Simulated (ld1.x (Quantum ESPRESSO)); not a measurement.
Transferability test, TM potential for indium (In)

ld1.x (Quantum ESPRESSO) 7.5 input, shortened:

```
&input
   title='In', zed=49., rel=1, dft='PBESOL', iswitch=3,
   config='[Kr] 4d10 5s2 5p1'
 /
 &inputp
   pseudotype=2, tm=.true., lloc=-2, rcloc=1.95,
   nlcc=.false.
 /
3
5S  1  0   2.00   0.00  1.85  1.85  0.0
5P  2  1   1.00   0.00  2.50  2.50  0.0
4D  3  2  10.00   0.00  1.80  1.80  0.0
 &test
   configts(1)='4d10 5s2 5p1'
 /
```

Energies are relative to the spin-unpolarised reference configuration 4d10 5s2 5p1; without spin polarisation the order of configurations can differ from experiment. The frozen-core shift is the all-electron ΔE with the core orbitals held at their reference shape minus the fully relaxed ΔE.

Question: Give the all-electron excitation energy and the error of the potential for: 4d10 5s2 5p0; 4d10 5s1 5p0; 4d10 5s0 5p0; 4d9 5s2 5p2; 4d10 5s1 5p1; 4d10 5s2 5p1.3; 4d10 5s1 5p2.

Answer:

```csv
valence configuration,charge,ΔE all-electron (eV),error AE − PS (meV),frozen-core shift (meV)
4d10 5s2 5p0,+1,5.361,-1.6,+1.3
4d10 5s1 5p0,+2,24.638,+1.8,+6.2
4d10 5s0 5p0,+3,52.904,+17,+19
4d9 5s2 5p2,0,18.259,-120,+92
4d10 5s1 5p1,+1,12.014,+2.9,+2.3
4d10 5s2 5p1.3,-0.3,-0.531,+0.1,-0.1
4d10 5s1 5p2,0,5.877,+0.2,+0.9
```

ld1.x printed “convergence not achieved” for 6 of the counted tests; their residual had stalled under 1e-8, short of the target of 1e-14. A variational frozen-core shift is positive and of second order in the change. This column holds negative values, so the frozen-core run of ld1.x carries numerical noise or an error of first order here, and the column gives no more than the rough size of the effect.
